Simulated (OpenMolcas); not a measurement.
Re5+ in a point-charge field

Re5+ among 6 point charges of -1.7 e arranged as an octahedron (Oh), 2.19 Å from the ion.

```
Program             : OpenMolcas 26.06
Method              : SS-CASPT2, IPEA 0.25 Eh, imaginary shift 0.1 Eh (closed shells correlated: 5s 5p)
Basis               : ANO-RCC-VDZP [7s6p4d2f1g]
Scalar Hamiltonian  : DKH2, point nucleus
Active space        : 2 electrons in 5 orbitals (5d)
State averaging     : 2S+1 = 3 even, 10 roots; 2S+1 = 1 even, 15 roots
Spin-orbit coupling : state interaction with AMFI integrals over the reference wave functions
```

The lowest spin-free states (labels of O, the rotations of Oh), above the lowest:

```json
{"State": "3T1", "Degeneracy": "3", "E (cm-1)": "0", "Free-ion L (%)": "F (98)"}
{"State": "3T2", "Degeneracy": "3", "E (cm-1)": "5390", "Free-ion L (%)": "F (100)"}
{"State": "1T2", "Degeneracy": "3", "E (cm-1)": "10800", "Free-ion L (%)": "D (81)"}
{"State": "1E", "Degeneracy": "2", "E (cm-1)": "11730", "Free-ion L (%)": "D (66)"}
{"State": "3A2", "Degeneracy": "1", "E (cm-1)": "11880", "Free-ion L (%)": "F (100)"}
{"State": "3T1", "Degeneracy": "3", "E (cm-1)": "16000", "Free-ion L (%)": "P (98)"}
{"State": "1T2", "Degeneracy": "3", "E (cm-1)": "19270", "Free-ion L (%)": "G (81)"}
{"State": "1A1", "Degeneracy": "1", "E (cm-1)": "20840", "Free-ion L (%)": "G (94)"}
{"State": "1T1", "Degeneracy": "3", "E (cm-1)": "21670", "Free-ion L (%)": "G (100)"}
{"State": "1E", "Degeneracy": "2", "E (cm-1)": "25370", "Free-ion L (%)": "G (66)"}
{"State": "1A1", "Degeneracy": "1", "E (cm-1)": "45230", "Free-ion L (%)": "S (94)"}
```

The lowest levels with spin-orbit coupling:

| E (cm-1) | Degeneracy | Label | 2S+1 |
| --- | --- | --- | --- |
| 0 | 2 | E | 3 |
| 1070 | 3 | T2 | 3 (88 %) |
| 9420 | 3 | T1 | 3 |
| 11230 | 3 | T2 | 3 |
| 12480 | 1 | A2 | 3 |
| 13340 | 1 | A1 | 3 |
| 17420 | 3 | T1 | 3 |
| 18030 | 2 | E | 3 (68 %) |
| 18820 | 1 | A1 | 3 |
| 18970 | 2 | E | 3 (61 %) |
| 19490 | 3 | T2 | 1 (55 %) |
| 21940 | 3 | T2 | 3 (68 %) |
| 23220 | 3 | T1 | 3 |
| 30000 | 3 | T2 | 3 (61 %) |
| 30170 | 2 | E | 3 (57 %) |
| 31630 | 1 | A1 | 1 |
| 32430 | 3 | T1 | 1 (90 %) |
| 33200 | 3 | T2 | 1 (55 %) |
| 37840 | 2 | E | 1 (79 %) |
| 57710 | 1 | A1 | 1 |

Powder χT (cm3 K/mol): 0 at 2 K, 0.0032 at 10 K, 0.016 at 50 K, 0.032 at 100 K, 0.0641 at 200 K, 0.0967 at 300 K. The effective moment at 300 K is 2.828 √(χT) = 0.88 μB.

The lowest level has 2S+1 = 3, for which the spin-only value is χT = S(S+1) / 2 = 1.000 cm3 K/mol (g = 2). The computed 0.097 at 300 K differs by -0.903, through orbital momentum, spin-orbit coupling and any other state in reach. With a threefold ground state the orbital momentum is unquenched, so the spin-only value is not expected to hold.

A least-squares ligand-field fit to the states below 45000 cm-1, each weighted by its degeneracy and with a free common offset, gives 10Dq = 6671 cm-1, B = 774 cm-1 and C = 3266 cm-1 (C/B = 4.22), with an rms deviation of 255 cm-1.

Roots that are degenerate in the reference are averaged as groups; the widest CASPT2 spread within a group is 260 cm-1 (the 3-fold group of multiplicity 1 near 21700 cm-1 above the lowest state of its run). Shifts and gaps below about the spread of the groups concerned are not significant. Spin-orbit coupling mixes the spin-free states strongly: the lowest level takes only 69 % from its leading state, 3T1. This field is weak: 10Dq is about 6671 cm-1, while octahedral complexes of 5d ions of charge 3 and more, computed by the same method with explicit ligands, had a median near 35000 cm-1. Ground spin and moment need not be those of a real site. Free-ion shares, where given, are those of the reference states; single-state CASPT2 does not remix them. Point charges carry no covalency, so the field is a model and not that of real ligands. No measured value stands beside these numbers.
